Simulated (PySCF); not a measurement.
Species: C9H21P.
Cartesian coordinates in Å at the PBE0-D3(BJ)/def2-SVP level; atoms count from 1:
```
atom  x, y, z in Å
C1    -2.191   -3.504   -0.586
C2    -1.020   -2.597   -0.931
C3    -1.173   -1.188   -0.370
P4     0.201   -0.032   -0.857
C5     1.512   -0.606    0.331
C6     2.823    0.162    0.214
C7     3.908   -0.368    1.140
C8    -0.364    1.499    0.035
C9    -1.485    2.247   -0.676
C10   -1.881    3.535    0.030
H11   -3.136   -3.103   -0.985
H12   -2.310   -3.605    0.504
H13   -2.056   -4.515   -1.002
H14   -0.085   -3.048   -0.555
H15   -0.901   -2.537   -2.027
H16   -1.265   -1.215    0.732
H17   -2.109   -0.743   -0.751
H18    1.124   -0.562    1.365
H19    1.693   -1.672    0.110
H20    2.649    1.231    0.432
H21    3.171    0.125   -0.832
H22    4.137   -1.423    0.920
H23    4.843    0.204    1.038
H24    3.596   -0.313    2.195
H25   -0.662    1.240    1.068
H26    0.518    2.158    0.120
H27   -1.171    2.466   -1.711
H28   -2.370    1.593   -0.766
H29   -1.028    4.228    0.100
H30   -2.229    3.337    1.056
H31   -2.691    4.056   -0.503
```

Theory: PySCF, PBE0-D3(BJ)/def2-SVP geometry optimisation, gas phase.

Masses are those of the commonest isotopes; rigid-rotor values at the optimised geometry. The values belong to one conformer with, in the numbering `[CH3:1][CH2:2][CH2:3][P:4]([CH2:5][CH2:6][CH3:7])[CH2:8][CH2:9][CH3:10]`, C1–C2–C3–P4 -177°, C2–C3–P4–C5 -78°, C3–P4–C5–C6 -179°, P4–C5–C6–C7 -177°, C3–P4–C8–C9 -78°.

Give the principal moments of inertia and the rotational constants in MHz.

Ia = 661.32, Ib = 662.03, Ic = 1239.34 u·Å²; 505379 MHz·u·Å²/I gives A = 764.2, B = 763.4, C = 407.8 MHz.

What kind of rotor is it?

An oblate symmetric top, as the point group C3 requires two equal moments; the computed ones differ by 0.11 % because the geometry is symmetric only within the optimiser's tolerance: κ = (2 × 763.4 − 764.2 − 407.8)/(764.2 − 407.8) = 1.00.

Is it planar, by Δ = Ic − Ia − Ib?

Not planar: Δ = Ic − Ia − Ib = -84.01 u·Å². For a rigid frame Δ = −2 Σ m c², so Σ m c² = 42.00 u·Å² lies off the ab plane: 17.95 from hydrogen and 24.05 from heavier atoms. The atom farthest from that plane is 1.52 Å away.

Where do the R-branch lines fall?

The dipole of 1.13 D lies along the symmetry axis, so ΔK = 0 and J+1 ← J falls at 2B(J+1) for every K: 1.53 GHz, 3.06 GHz, 4.58 GHz, 6.11 GHz, 7.64 GHz for J = 0 to 4.

No frequency check. These are rigid-rotor constants of the computed structure; measured ground-state constants (B0) also hold zero-point vibration.

On one thread, Arm Neoverse V1 (shared host), this took 3.0 min of wall time. That covers the optimisation of the geometry.
